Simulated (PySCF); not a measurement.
Members of one series of related molecules.

All values: PBE0/pcSseg-1 (PySCF) at GFN2-xTB geometries, gas phase, one conformer each.

Question: Rank by dipole moment, lowest first.
A. `[CH:1]#[C:2][CH2:3][C@@:4]([F:5])([CH2:6][Cl:7])[SiH2:8][CH3:9]` with C2–C3–C4–F5 -58°, C3–C4–C6–Cl7 77°, C3–C4–Si8–C9 -171°
B. `[CH:1]#[C:2][CH2:3][C@:4]([F:5])([SiH2:6][CH3:7])[CH:8]1[CH2:9][CH2:10]1` with C2–C3–C4–F5 179°, C3–C4–Si6–C7 171°, C3–C4–C8–C9 -79°
C. `[CH:1]#[C:2][CH2:3][C@:4]([F:5])([SiH2:6][CH3:7])[C:8]([CH3:9])=[O:10]` with C2–C3–C4–F5 77°, C3–C4–Si6–C7 -51°, C3–C4–C8–C9 -137°
D. `[CH:1]#[C:2][CH2:3][C@:4]([F:5])([C:6]#[C:7][CH3:8])[SiH2:9][CH3:10]` with C2–C3–C4–F5 -179°, C3–C4–Si9–C10 -172°
E. `[CH:1]#[C:2][CH2:3][C@@:4]([F:5])([Cl:6])[SiH2:7][CH3:8]` with C2–C3–C4–F5 -177°, C3–C4–Si7–C8 174°
F. `[CH:1]#[C:2][CH2:3][C@@:4]([F:5])([CH2:6][F:7])[SiH2:8][CH3:9]` with C2–C3–C4–F5 177°, C3–C4–C6–F7 156°, C3–C4–Si8–C9 155°

Answer: A (0.58 D), C (0.94 D), B (1.22 D), F (1.41 D), E (1.81 D), D (1.99 D).

Question: Rank by HOMO–LUMO gap, highest first.
A. `C#CC[C@](F)(C#CC)[SiH2]C`
B. `C#CC[C@@](F)([SiH2]C)C(=C)C`
C. `O=C([C@](CC#C)([SiH2]C)F)C`
D. `C#CC[C@@](F)(Cl)[SiH2]C`
E. `F[C@@](CC)([SiH2]C)CC#C`
F. `C#CC[C@](F)([SiH2]C)C(F)F`

Answer: F (8.62 eV), E (8.50 eV), D (8.25 eV), A (7.57 eV), B (7.20 eV), C (6.51 eV).

All values together:

| SMILES | change | formula | μ (D) | HOMO (eV) | LUMO (eV) | lowest IAO charge (e) | highest IAO charge (e) | lowest Hirshfeld charge (e) | highest Hirshfeld charge (e) |
| --- | --- | --- | --- | --- | --- | --- | --- | --- | --- |
| C#CC[C@H](F)[SiH2]C | parent | C5H9FSi | 1.20 | -7.85 | 0.68 | -0.715 (C) | +0.756 (Si) | -0.210 (C) | +0.338 (Si) |
| C#CC[C@](F)(C#CC)[SiH2]C | H on C replaced by propynyl | C8H11FSi | 1.99 | -7.21 | 0.36 | -0.713 (C) | +0.772 (Si) | -0.211 (C) | +0.335 (Si) |
| C#CC[C@@](F)(CC#N)[SiH2]C | H on C replaced by CH2CN | C7H10FNSi | 2.16 | -8.14 | 0.34 | -0.716 (C) | +0.746 (Si) | -0.219 (N) | +0.337 (Si) |
| C#CC[C@@](F)(CF)[SiH2]C | H on C replaced by CH2F | C6H10F2Si | 1.41 | -8.07 | 0.54 | -0.711 (C) | +0.753 (Si) | -0.212 (C) | +0.323 (Si) |
| C#CC[C@@](F)([SiH2]C)C(=C)C | H on C replaced by isopropenyl | C8H13FSi | 1.76 | -7.02 | 0.18 | -0.714 (C) | +0.752 (Si) | -0.211 (C) | +0.337 (Si) |
| C#CC[C@](F)([SiH2]C)C(F)F | H on C replaced by CHF2 | C6H9F3Si | 1.07 | -8.10 | 0.52 | -0.711 (C) | +0.746 (Si) | -0.210 (C) | +0.331 (Si) |
| C#CC[C@](F)([SiH2]C)C1CC1 | H on C replaced by cPr | C8H13FSi | 1.22 | -7.51 | 0.71 | -0.711 (C) | +0.750 (Si) | -0.211 (C) | +0.329 (Si) |
| C#CC[C@](F)([SiH2]C)C(C)=O | H on C replaced by COCH3 | C7H11FOSi | 0.94 | -7.41 | -0.89 | -0.721 (C) | +0.764 (Si) | -0.223 (O) | +0.335 (Si) |
| C#CC[C@@](F)(CCl)[SiH2]C | H on C replaced by CH2Cl | C6H10ClFSi | 0.58 | -7.95 | 0.45 | -0.715 (C) | +0.741 (Si) | -0.211 (C) | +0.318 (Si) |
| C#CC[C@@](F)([SiH2]C)SC | H on C replaced by SCH3 | C6H11FSSi | 0.64 | -6.66 | 0.58 | -0.712 (C) | +0.756 (Si) | -0.212 (C) | +0.327 (Si) |
| C#CC[C@@](F)(Cl)[SiH2]C | H on C replaced by Cl | C5H8ClFSi | 1.81 | -7.98 | 0.27 | -0.713 (C) | +0.761 (Si) | -0.211 (C) | +0.326 (Si) |
| C#CC[C@](F)(CC)[SiH2]C | H on C replaced by C2H5 | C7H13FSi | 1.05 | -7.84 | 0.67 | -0.709 (C) | +0.732 (Si) | -0.212 (C) | +0.327 (Si) |

Conformers: `[CH:1]#[C:2][CH2:3][C@H:4]([F:5])[SiH2:6][CH3:7]` with C2–C3–C4–F5 -172°, C3–C4–Si6–C7 176°; `[CH:1]#[C:2][CH2:3][C@:4]([F:5])([C:6]#[C:7][CH3:8])[SiH2:9][CH3:10]` with C2–C3–C4–F5 -179°, C3–C4–Si9–C10 -172°; `[CH:1]#[C:2][CH2:3][C@@:4]([F:5])([CH2:6][C:7]#[N:8])[SiH2:9][CH3:10]` with C2–C3–C4–F5 -62°, C3–C4–C6–C7 68°, C3–C4–Si9–C10 -173°; `[CH:1]#[C:2][CH2:3][C@@:4]([F:5])([CH2:6][F:7])[SiH2:8][CH3:9]` with C2–C3–C4–F5 177°, C3–C4–C6–F7 156°, C3–C4–Si8–C9 155°; `[CH:1]#[C:2][CH2:3][C@@:4]([F:5])([SiH2:6][CH3:7])[C:8](=[CH2:9])[CH3:10]` with C2–C3–C4–F5 73°, C3–C4–Si6–C7 -65°, C3–C4–C8–C9 130°; `[CH:1]#[C:2][CH2:3][C@:4]([F:5])([SiH2:6][CH3:7])[CH:8]([F:9])[F:10]` with C2–C3–C4–F5 -64°, C3–C4–Si6–C7 155°, C3–C4–C8–F9 169°; `[CH:1]#[C:2][CH2:3][C@:4]([F:5])([SiH2:6][CH3:7])[CH:8]1[CH2:9][CH2:10]1` with C2–C3–C4–F5 179°, C3–C4–Si6–C7 171°, C3–C4–C8–C9 -79°; `[CH:1]#[C:2][CH2:3][C@:4]([F:5])([SiH2:6][CH3:7])[C:8]([CH3:9])=[O:10]` with C2–C3–C4–F5 77°, C3–C4–Si6–C7 -51°, C3–C4–C8–C9 -137°; `[CH:1]#[C:2][CH2:3][C@@:4]([F:5])([CH2:6][Cl:7])[SiH2:8][CH3:9]` with C2–C3–C4–F5 -58°, C3–C4–C6–Cl7 77°, C3–C4–Si8–C9 -171°; `[CH:1]#[C:2][CH2:3][C@@:4]([F:5])([SiH2:6][CH3:7])[S:8][CH3:9]` with C2–C3–C4–F5 179°, C3–C4–Si6–C7 -171°, C3–C4–S8–C9 59°; `[CH:1]#[C:2][CH2:3][C@@:4]([F:5])([Cl:6])[SiH2:7][CH3:8]` with C2–C3–C4–F5 -177°, C3–C4–Si7–C8 174°; `[CH:1]#[C:2][CH2:3][C@:4]([F:5])([CH2:6][CH3:7])[SiH2:8][CH3:9]` with C2–C3–C4–F5 -174°, C3–C4–C6–C7 180°, C3–C4–Si8–C9 -144°.

Q: Give the shifts from the parent, `C#CC[C@H](F)[SiH2]C`.

A: 
| SMILES | change in μ (D) | change in HOMO (eV) | change in LUMO (eV) |
| --- | --- | --- | --- |
| C#CC[C@](F)(C#CC)[SiH2]C | +0.79 | +0.64 | -0.32 |
| C#CC[C@@](F)(CC#N)[SiH2]C | +0.96 | -0.29 | -0.34 |
| C#CC[C@@](F)(CF)[SiH2]C | +0.21 | -0.22 | -0.14 |
| C#CC[C@@](F)([SiH2]C)C(=C)C | +0.56 | +0.83 | -0.50 |
| C#CC[C@](F)([SiH2]C)C(F)F | -0.13 | -0.25 | -0.16 |
| C#CC[C@](F)([SiH2]C)C1CC1 | +0.02 | +0.34 | +0.03 |
| C#CC[C@](F)([SiH2]C)C(C)=O | -0.26 | +0.44 | -1.57 |
| C#CC[C@@](F)(CCl)[SiH2]C | -0.62 | -0.10 | -0.23 |
| C#CC[C@@](F)([SiH2]C)SC | -0.56 | +1.19 | -0.10 |
| C#CC[C@@](F)(Cl)[SiH2]C | +0.61 | -0.13 | -0.41 |
| C#CC[C@](F)(CC)[SiH2]C | -0.15 | +0.01 | -0.01 |
